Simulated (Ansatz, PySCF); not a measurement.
Dissociation curve of NLi, lowest triplet found (which spin is the ground state isn't settled by this scan).

Levels of theory: UKS-B3LYP/LANL2DZ = unrestricted B3LYP/LANL2DZ (PySCF); ROHF/aug-cc-pVDZ (Ansatz, a first-principles code); ROCCSD = Ansatz with CCSD on ROHF/aug-cc-pVDZ, frozen core.

Total energies in hartree (comparable only within one method and basis):

| R / Å | UKS-B3LYP/LANL2DZ | ROHF | ROCCSD |
|---|---|---|---|
| 1.67 | -62.13303 | -61.81306 | -61.95064 |
| 1.74 | -62.13838 | -61.81820 | -61.95673 |
| 1.82 | -62.14260 | -61.82088 | -61.96054 |
| 1.89 | -62.14420 | -61.82112 | -61.96184 |
| 1.96 | -62.14438 | -61.81992 | -61.96173 |
| 2.02 | -62.14370 | -61.81802 | -61.96080 |
| 2.09 | -62.14218 | -61.81503 | -61.95898 |
| 2.15 | -62.14043 | -61.81198 | -61.95695 |
| 2.26 | -62.13653 | -61.80558 | -61.95251 |
| 2.36 | -62.13258 | -61.79921 | -61.94804 |
| 2.53 | -62.12570 | -61.78788 | -61.94027 |
| 2.67 | -62.12034 | -61.77853 | -61.93427 |
| 2.92 | -62.11207 | -61.76246 | -61.92560 |
| 3.17 | -62.10562 | -61.74768 | -61.92024 |
| 3.50 | -62.09947 | -61.73037 | -61.91728 |
| 3.91 | -62.09449 | -61.71224 | -61.91654 |
| 4.37 | -62.09111 | — | — |
| 4.96 | -62.08877 | — | — |
| 5.81 | -62.08737 | — | — |
| 6.74 | -62.08688 | — | — |

A dash means that the run gave no value there, or that the column was ended at a point which the program doubted or which failed a test of continuity chosen for this set; such a test can also cut sound points.

The scan ran from 1.44 to 6.74 Å; beyond the distances shown full CI changes its symmetry label. The unrestricted determinant behind UKS-B3LYP/LANL2DZ is spin-contaminated at 2.26 to 6.74 Å (<S²> up to 3.0, against 2.00 for a pure triplet). The T1 diagnostic of CCSD on the restricted reference of ROCCSD exceeds 0.045 at 2.09 to 4.96 Å.
